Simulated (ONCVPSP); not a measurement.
**Configuration tests for xenon (Xe) (ONCV)**

ONCVPSP 4.0.1 input, shortened (lines: element, Z, core and valence counts, functional; n l f; lmax; l rc ep ncon nbas qcut; lloc lpopt rc5 dvloc0; l nproj debl; icmod fcfact rcfact), PBE, scalar-relativistic:

```
  Xe 54.00    6    5        4      upf
    1    0    2.00
    2    0    2.00
    2    1    6.00
    3    0    2.00
    3    1    6.00
    3    2   10.00
    4    0    2.00
    4    1    6.00
    4    2   10.00
    5    0    2.00
    5    1    6.00
    2
    0    1.05    0.00    4    8   10.20
    1    1.00    0.00    3    7   17.10
    2    0.85    0.00    4    7   11.30
    4    5    0.80    0.00
    0    2    1.20
    1    2    1.50
    2    2    2.40
    4    0.45    0.00
```

Energies are relative to the spin-unpolarised reference configuration 4s2 4p6 4d10 5s2 5p6; without spin polarisation the order of configurations can differ from experiment.

```json
{"valence configuration": "4s2 4p6 4d10 5s2 5p5", "charge": "+1", "ΔE all-electron (eV)": "12.537", "error AE − PS (meV)": "-2.2"}
{"valence configuration": "4s2 4p6 4d10 5s2 5p3", "charge": "+3", "ΔE all-electron (eV)": "66.011", "error AE − PS (meV)": "-13"}
{"valence configuration": "4s1 4p6 4d10 5s2 5p6", "charge": "+1", "ΔE all-electron (eV)": "207.100", "error AE − PS (meV)": "-215"}
```

Task: What are ΔE and the potential's error for 4s2 4p6 4d10 5s2 5p4?

Result: ΔE = 34.288 eV all-electron; the error (AE − PS) is -6.6 meV.
